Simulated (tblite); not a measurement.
Task: Write Cartesian coordinates for `[SiH3]/C=C(\Cl)[SiH2]C[SiH3]` as optimised with GFN2-xTB.

Result: 
```xyz
18
C3H11ClSi3 angstrom
Si    -3.1972    0.2207    1.0243
C     -1.4074   -0.3469    1.1813
C     -0.6914   -0.8381    0.1781
Cl    -1.4590   -0.9836   -1.3756
Si     1.1213   -1.3842    0.1646
C      2.0432   -0.2662   -1.0600
Si     1.9831    1.5943   -0.6689
H     -4.0386   -0.9065    0.6180
H     -3.2857    1.2962    0.0343
H     -3.6186    0.7157    2.3369
H     -0.9026   -0.2735    2.1347
H      1.1670   -2.7870   -0.2643
H      1.6400   -1.2482    1.5301
H      3.0827   -0.5887   -1.1137
H      1.6253   -0.4252   -2.0546
H      2.7258    2.3270   -1.7001
H      0.5957    2.0604   -0.6436
H      2.6075    1.8403    0.6335
```

Any rigid rotation of these coordinates is as good. Atoms count from 1 in this order. Si7 (SiH3 silicon) is tetrahedral (angles from 109.0° to 110.2°). Si5 (SiH2 silicon) is tetrahedral (angles from 107.4° to 112.0°). Si1 (SiH3 silicon) is tetrahedral (angles from 107.5° to 110.1°).

Bonds between heavy atoms (Å): Si1–C2 1.884, C2=C3 1.327, C3–Cl4 1.739, C3–Si5 1.893, Si5–C6 1.897, C6–Si7 1.902.

Structure optimised with GFN2-xTB, isolated species.

Point group: C1 (no symmetry element, even within 0.4 Å). Its GFN2-xTB frequencies are all real (lowest 20 cm⁻¹). One conformer, not necessarily the lowest (C2–C3–Si5–C6 -118°, C3–Si5–C6–Si7 59°). 3 starts were optimised and ended at 0.00, 1.36 and 1.64 kcal/mol (GFN2-xTB); the lowest of these is shown.

The run took 1.6 s of wall time on one thread, Arm Neoverse N1 (aarch64), shared host with 64 logical CPUs at a one-minute load of 58. This is the geometry optimisation.

All values are computed, not measured.
